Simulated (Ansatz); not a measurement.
Frontier orbitals of CH₇NOSSi (`NC(O)[SiH2]S`).

The species carries charge 0 and has multiplicity 1. All single points use the PBE0-D4/def2-TZVP geometry. It is one conformer, not always the lowest. Basis def2-TZVPP, Ansatz.

```tsv
functional	HOMO (eV)	LUMO (eV)
BHLYP	-8.27	1.12
```

Task: Give HOMO and LUMO (eV) with LDA (SPW92), PBE, revPBE, BLYP, r2SCAN, B97M-V, PBE0, B3LYP, r2SCANh, r2SCAN0, HSE06 (plane-wave form), CAM-B3LYP, LC-ωPBE, ωB97X-V, ωB97M-V, HF. (An estimate is asked.)

Result: Computed: 
| functional | HOMO | LUMO |
| --- | --- | --- |
| LDA (SPW92) | -5.80 | -0.78 |
| PBE | -5.66 | -0.53 |
| revPBE | -5.60 | -0.41 |
| BLYP | -5.57 | -0.44 |
| r2SCAN | -5.92 | -0.08 |
| B97M-V | -6.08 | -0.32 |
| PBE0 | -7.01 | 0.32 |
| B3LYP | -6.81 | 0.06 |
| r2SCANh | -6.43 | 0.19 |
| r2SCAN0 | -7.19 | 0.59 |
| HSE06 (plane-wave form) | -6.60 | -0.05 |
| CAM-B3LYP | -8.41 | 1.24 |
| LC-ωPBE | -9.73 | 2.47 |
| ωB97X-V | -9.39 | 2.29 |
| ωB97M-V | -9.28 | 1.95 |
| HF | -10.13 | 3.25 |

B3LYP here is the variant with VWN-RPA as its local correlation; programs differ in this. LC-ωPBE has ω = 0.4 bohr⁻¹. Positive LUMOs are unbound and depend on the basis.
